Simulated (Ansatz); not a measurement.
Basis-set extrapolation for `C[SiH](N)BF` (PBE0-D4/def2-TZVP geometry, frozen core, the Gaussian-basis code of Ansatz). Multiplicity 1, RHF reference.

```json
{"": "HF", "def2-TZVPP": "-509.630553", "def2-QZVPP": "-509.650150"}
{"": "MP2 correlation", "def2-TZVPP": "-0.860434", "def2-QZVPP": "-0.927177"}
{"": "CCSD(T) correlation", "def2-TZVPP": "-0.938369", "def2-QZVPP": "not run"}
```

Energies in hartree. Use E(X) = E(∞) + A·exp(−7.88·√X) for Hartree–Fock and E(X) = E(∞) + B·X^(−2.97) for correlation, with X = 3 and 4, and add CCSD(T) minus MP2 of the smaller set to the MP2 limit.

What is the CCSD(T) energy at the basis-set limit?

HF limit: -509.650150 + (-0.019597) × 0.13774 = -509.65285. MP2 limit: -0.927177 + (-0.066743) × 0.74074 = -0.97662. Higher-order term: -0.938369 − (-0.860434) = -0.07793. Total: -510.70740 hartree, 3.77 eV below CCSD(T)/def2-TZVPP.
